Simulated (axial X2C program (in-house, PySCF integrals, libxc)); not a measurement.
Correcting the dissociation energy of PBr⁺ for spin–orbit coupling

A spin-free CCSD(T) curve (one-electron X2C) was computed with an in-house relativistic program for diatomic molecules, basis Br dyall-cv3z [8s9p6d4f1g], P dyall-v3z [8s7p2d1f] (cores contracted in-house), for the state M_S = 1/2, Λ = 1 (beyond evenly filled blocks: π+α). It gives D0 = 4.006 eV to Br + P+, which in a spin-free picture are the weighted means of the ground terms.

Correlated methods: 11 electrons correlated (number of frozen shells: Br 3 s, 2 p, 1 d; P 2 s, 1 p), 183 virtual spin orbitals or spinors in MP2, 90 natural virtuals in coupled cluster.

Measured levels of the ground terms (NIST Handbook of Basic Atomic Spectroscopic Data), in cm⁻¹: Br 2P: J = 3/2 at 0, J = 1/2 at 3685.2; P+ 3P: J = 0 at 0, J = 1 at 164.9, J = 2 at 469.1.

The two components of the molecular doublet are 1013 cm⁻¹ apart in the PBE0 2c search (Ω = 1/2 lower), so the lower one lies 506 cm⁻¹ under their mean.

Task: How far does each ground level lie under the (2J+1)-weighted mean of its term?

Result: Br: (4 × 0 + 2 × 3685.2)/6 = 1228 cm⁻¹; P+: (1 × 0 + 3 × 164.9 + 5 × 469.1)/9 = 316 cm⁻¹.

Task: Correct D0.

Result: D0 = 4.006 + (506 − 1544)/8065.5 = 3.877 eV at CCSD(T) with these spin–orbit terms.

Second-order spin–orbit effects in the molecule, which grow quickly with Z, are left out. The state is a single determinant with fixed occupations, the lowest that a limited PBE0 search found. De is counted from the lowest determinant-based energies of the atoms at the same level, without counterpoise correction. CCSD and (T) use frozen natural virtuals with an MP2 correction for the truncation; (T) itself is uncorrected, so its De runs slightly low.
